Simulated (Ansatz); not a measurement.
The cluster La6⁻, relaxed as a doublet with UKS PBE-D4/def2-SVPD in Ansatz, starting from packed atoms. Force threshold 0.02 eV/Å.

In the def2 sets La takes a core potential; there is no spin–orbit coupling. The charge -1 doublet is spin-contaminated (final ⟨S²⟩ up to 1.73, 0.75 for a pure state). The structure comes from a short search, and lower isomers may exist.

Start:

Cartesian coordinates in Å:
```
La -1.314 1.718 0.671
La 2.230 0.928 -1.227
La 1.953 1.608 2.831
La -0.276 -2.773 -1.194
La -1.544 -1.892 2.615
La -1.050 0.411 -3.697
```

Problem. Estimate the energy that the relaxation releases and the steps that it takes.

Solution. 4.23 eV, in 14 steps; 7.6 min on 4 threads of Arm Neoverse V1 on a shared host. No frequencies were taken in this run, so the end may be a saddle point.

Problem. Does the start keep its bonding and symmetry?

Solution. Bonds formed: La3–La4 (atoms count from 1). Metal–metal contacts that move far: La3–La5 4.95 to 3.40 Å, La1–La4 4.97 to 3.42 Å.

Problem. Predict the relaxed structure.

Solution. 
| atom | x (Å) | y (Å) | z (Å) |
| --- | --- | --- | --- |
| La1 | -1.3054 | 1.1160 | 0.1820 |
| La2 | 1.8788 | 1.2050 | -1.3068 |
| La3 | 1.5447 | 0.2523 | 2.0592 |
| La4 | 0.2703 | -1.8488 | -0.4851 |
| La5 | -1.4892 | -1.1586 | 2.6431 |
| La6 | -0.8993 | 0.4341 | -3.0925 |
Bond lengths (bridged metal pairs left out): 12 × La–La 3.36 to 3.66 Å.
